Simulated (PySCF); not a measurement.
**Static response to an electric field**

Species: [VO2Cl2]- (charge -1 and singlet state).
Geometry (PBE0-D3(BJ)/def2-SVP, Å), atoms numbered from 1 in this order:
```
atom  x, y, z in Å
V1     0.111   -0.001    0.089
O2     0.112   -0.029    1.665
O3     1.608    0.008   -0.396
Cl4   -0.921    1.862   -0.646
Cl5   -0.910   -1.840   -0.712
```

Level: wB97X-D/def2-SVPD (PySCF), static field, nuclei fixed, core orbitals frozen in the response. The polarisability tensor in these axes (au):

```
x   71.21 -0.09  2.35
y   -0.09 80.96  0.22
z    2.35  0.22 70.18
```

**Question.** Give the principal values, the mean and the anisotropy Δα = √{½[(α1 − α2)² + (α2 − α3)² + (α1 − α3)²]}.

**Answer.** Principal values 68.29, 73.10 and 80.96 au; mean 74.12 au = 10.98 Å³ = 12.22 × 10⁻⁴⁰ C²·m²/J; Δα = 11.08 au (15 % of the mean).

**Question.** What depolarisation ratio follows for Rayleigh scattering of linearly polarised light, taking the static tensor?

**Answer.** ρ = 3Δα²/(45ᾱ² + 4Δα²) = 368.5/(247200 + 491.3) = 0.00149.

**Question.** Directions of the eigenvectors, and the extent of the frame along each?

**Answer.** Largest value along (0.00, 1.00, 0.02), where the nuclei span 3.70 Å; middle along (0.78, -0.01, 0.63), 2.27 Å; least along (-0.63, -0.02, 0.78), 2.54 Å. The strongest response lies along the longest span, while the other two are in reverse order.

**Question.** Give the eigenvalues of the traceless quadrupole moment Θ = ½Σq(3rr − r²1), origin at the centre of nuclear charge.

**Answer.** -4.14, 0.15, 4.00 D·Å. The values depend on the origin, since the species is charged. The electronic extent ⟨r²⟩ about the same centre is 861 bohr², a root-mean-square distance of 1.80 Å for the 74 electrons.

**Question.** In TDDFT the mean static polarisability is Σ f/ω² over all singlet excitations (ω in hartree). How much of it do the 15 lowest give? Their energies (eV) and oscillator strengths: 3.91, 0.0023; 4.44, 0.0001; 4.56, 0.0000; 4.61, 0.0000; 4.78, 0.0449; 5.07, 0.0038; 5.22, 0.0001; 5.50, 0.0000; 5.54, 0.0000; 5.59, 0.0003; 5.63, 0.0006; 5.64, 0.0043; 5.68, 0.0160; 5.94, 0.0216; 5.97, 0.0107.

**Answer.** They add up to 2.84 au, 3.8 % of the 74.12 au; the largest single term is 1.45 au, from the state at 4.78 eV. Terms in order: 0.11, 0.00, 0.00, 0.00, 1.45, 0.11, 0.00, 0.00, 0.00, 0.01, 0.01, 0.10, 0.37, 0.45, 0.22 au. Higher excitations give the rest. The strengths listed sum to 0.105.

Isolated species at its PBE0-D3(BJ)/def2-SVP geometry, gas phase. The geometry's basis has no diffuse functions.

These values come from a run that also computed excited states. The run took 17 s on one thread, Arm Neoverse V2 (shared host).
